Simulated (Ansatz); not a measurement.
Molecule: CHS (charge 0, doublet). It need not be the lowest isomer of its formula. 
Structure (B3LYP-D3(BJ)/def2-TZVP (Ansatz, a quantum-chemistry and plane-wave program) minimum search):
SMILES: [CH][S]
```xyz
3

C     -0.0347    -0.0198    -1.0508
S     -0.0314    -0.0093     0.5059
H      0.7107     0.2677    -1.7901
```
Charge 0, spin multiplicity 2.

Basis-set convergence of Hartree-Fock and MP2 correlation energies (hartree) with Ansatz. Valence correlation only, unless marked. UHF or UKS for open shells. Spin-orbit coupling is left out. Non-relativistic.

The UHF reference is spin-contaminated (<S^2> 0.25 over the pure value in the largest basis). The T1 diagnostic of CCSD in the largest basis is 0.060, which is high, so the coupled-cluster rows are less sure than usual.

```
basis            functions       E(HF)  E(corr, MP2)
---------------  ---------  ----------  ------------
aug-cc-pV(D+d)Z         64  -435.91582      -0.24202
aug-cc-pV(T+d)Z        124  -435.93682      -0.29521
aug-cc-pV(Q+d)Z        215  -435.94229      -0.31514
```

Extrapolating the two largest sets (X = 3 and 4) as X^-3: E(corr) = (64·(-0.31514) - 27·(-0.29521))/37 = -0.3297 Eh, an estimate of the basis-set limit. The largest set recovers 95.6 % of it, the smallest 73.4 %.
